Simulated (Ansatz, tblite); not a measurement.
Forces on Si₁₃H₂₀, a cluster cut from cubic silicon at its PBE-D4/def2-SVP geometry. The state is a singlet with charge 0.

The xTB rows come from tblite. Single mean-field runs in def2-TZVP are fitted with def2-universal-jkfit.

GFN2-xTB (tblite), largest force 0.67 eV/Å:

```xyz
33
positions Å, forces eV/Å
Si   -1.354    2.031   -2.489   -0.157    0.198   -0.176
Si   -0.336   -0.623    3.777   -0.069   -0.245    0.118
Si    0.572    2.357    0.763    0.042    0.188    0.134
Si   -2.108   -0.456    0.301   -0.418   -0.118    0.239
Si   -0.289   -1.641   -2.881   -0.046   -0.220   -0.237
Si    1.591   -1.409    0.472    0.287   -0.300    0.272
Si    2.377    1.069   -2.315    0.248    0.094   -0.158
Si   -2.361   -0.886    2.600   -0.107    0.046    0.208
Si   -1.517    1.776   -0.152   -0.178    0.336   -0.055
Si    0.308    0.591   -3.335    0.027    0.048   -0.315
Si    1.404   -1.858    2.774    0.098   -0.007    0.219
Si    2.192    0.820    0.020    0.322    0.207   -0.032
Si   -0.467   -1.910   -0.552   -0.080   -0.362   -0.299
H    -1.002    3.460   -2.823   -0.285   -0.554    0.032
H    -2.680    1.707   -3.133    0.535    0.292    0.203
H    -0.526   -1.106    5.194    0.118    0.370   -0.492
H     0.038    0.834    3.832   -0.158   -0.592    0.117
H     0.949    3.730    0.259   -0.150   -0.514    0.371
H     0.516    2.413    2.268    0.070    0.153   -0.646
H    -3.419   -0.737   -0.400    0.439    0.095    0.187
H    -1.607   -1.964   -3.540    0.604    0.006    0.169
H     0.761   -2.575   -3.430   -0.539    0.300    0.115
H     2.659   -2.303   -0.118   -0.353    0.299    0.150
H     2.788    2.483   -2.646   -0.021   -0.622    0.044
H     3.432    0.131   -2.848   -0.343    0.518    0.162
H    -3.422    0.010    3.193    0.312   -0.485   -0.204
H    -2.810   -2.318    2.764    0.058    0.608    0.031
H    -2.589    2.694    0.388    0.343   -0.318   -0.152
H     0.429    0.790   -4.829   -0.039   -0.065    0.473
H     2.710   -1.573    3.477   -0.489   -0.278   -0.242
H     1.089   -3.325    2.944    0.240    0.561    0.040
H     3.522    1.119    0.673   -0.439   -0.117   -0.189
H    -0.849   -3.332   -0.208    0.127    0.478   -0.090
```

PBE-D4/def2-TZVP (Ansatz), largest force 0.16 eV/Å:

```
Si -0.029 0.034 -0.029
Si 0.000 0.013 0.075
Si 0.015 0.061 0.014
Si -0.049 -0.016 -0.013
Si -0.006 -0.031 -0.044
Si 0.036 -0.038 -0.010
Si 0.044 0.015 -0.026
Si -0.057 -0.026 0.048
Si -0.034 0.036 0.002
Si 0.005 0.009 -0.053
Si 0.033 -0.050 0.054
Si 0.047 0.015 0.006
Si -0.010 -0.037 0.002
H -0.045 -0.130 0.023
H 0.125 0.041 0.056
H 0.020 0.054 -0.135
H -0.038 -0.148 -0.004
H -0.037 -0.135 0.054
H 0.009 0.005 -0.156
H 0.111 0.026 0.060
H 0.125 0.021 0.052
H -0.103 0.080 0.042
H -0.089 0.078 0.051
H -0.025 -0.135 0.024
H -0.094 0.097 0.046
H 0.098 -0.096 -0.053
H 0.033 0.145 -0.012
H 0.094 -0.078 -0.045
H -0.011 -0.017 0.131
H -0.128 -0.038 -0.064
H 0.043 0.143 -0.012
H -0.116 -0.024 -0.055
H 0.033 0.124 -0.030
```

PBE0-D4/def2-TZVP (Ansatz), largest force 0.34 eV/Å:

```
Si -0.084 0.095 -0.083
Si 0.010 0.071 0.163
Si 0.034 0.143 0.071
Si -0.121 -0.036 -0.052
Si -0.020 -0.099 -0.108
Si 0.093 -0.092 -0.042
Si 0.126 0.041 -0.073
Si -0.143 -0.060 0.091
Si -0.094 0.090 0.025
Si 0.012 0.019 -0.138
Si 0.088 -0.120 0.103
Si 0.124 0.034 0.036
Si -0.030 -0.113 0.022
H -0.079 -0.290 0.064
H 0.273 0.071 0.131
H 0.040 0.103 -0.297
H -0.081 -0.314 -0.010
H -0.080 -0.290 0.106
H 0.015 -0.003 -0.335
H 0.260 0.058 0.140
H 0.270 0.061 0.130
H -0.217 0.187 0.107
H -0.211 0.179 0.118
H -0.076 -0.291 0.065
H -0.215 0.197 0.108
H 0.222 -0.192 -0.122
H 0.086 0.301 -0.035
H 0.218 -0.184 -0.107
H -0.024 -0.040 0.303
H -0.277 -0.063 -0.146
H 0.074 0.305 -0.035
H -0.269 -0.058 -0.130
H 0.077 0.286 -0.069
```
